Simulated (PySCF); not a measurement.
Si(H)(F)(Cl)(OMe) (CH4ClFOSi), SMILES CO[SiH](F)Cl. Atoms are numbered in the order given.

```xyz
9

Si     0.0627     0.1580     0.4367
F      0.0389     1.7655     0.1649
Cl     1.8546    -0.5943    -0.2175
O     -1.1153    -0.5876    -0.4504
C     -2.5078    -0.3771    -0.2587
H     -0.1034    -0.0433     1.9043
H     -2.8153     0.6390    -0.5894
H     -2.8098    -0.5066     0.8057
H     -3.0578    -1.1236    -0.8653
```
Charge 0, spin multiplicity 1.

Geometry optimised at PBE-D3(BJ)/def2-SVP. The structure was generated by enumeration, and PubChem lists no compound with its InChIKey, so it may never have been made. The values are those of a single conformer.

Method: PBE-D3(BJ)/def2-SVP (PySCF).

Frequencies are harmonic and unscaled.

Computed harmonic wavenumbers and intensities:
```tsv
mode	ν (cm⁻¹)	IR (km/mol)	moving atoms (share of kinetic energy)
1	44	3.2	O 28 %, H 25 %, C 24 %, F 14 %
2	86	0.2	H 93 %
3	132	2.1	C 26 %, H 20 %, Cl 15 %, Si 15 %, O 14 %, F 9 %
4	211	7.0	F 41 %, Cl 22 %, O 14 %, C 11 %, Si 8 %
5	286	3.8	Cl 29 %, O 28 %, F 14 %, C 12 %, H 10 %
6	344	32.1	Si 33 %, O 31 %, F 29 %
7	563	70.1	Si 45 %, Cl 38 %, H 10 %
8	749	30.9	H 40 %, O 30 %, Si 15 %, C 10 %
9	804	50.9	H 78 %, F 11 %
10	817	207.9	H 52 %, Si 29 %, F 12 %
11	913	188.3	Si 46 %, F 34 %, H 15 %
12	1113	197.9	O 35 %, H 32 %, C 31 %
13	1132	2.7	H 76 %, C 19 %
14	1172	143.1	H 46 %, O 29 %, C 23 %
15	1420	7.5	H 96 %
16	1424	0.9	H 89 %
17	1426	8.7	H 96 %
18	2231	95.8	H 97 %
19	2933	60.1	H 97 %
20	3013	30.2	H 90 %, C 10 %
21	3060	17.7	H 91 %, C 9 %
```
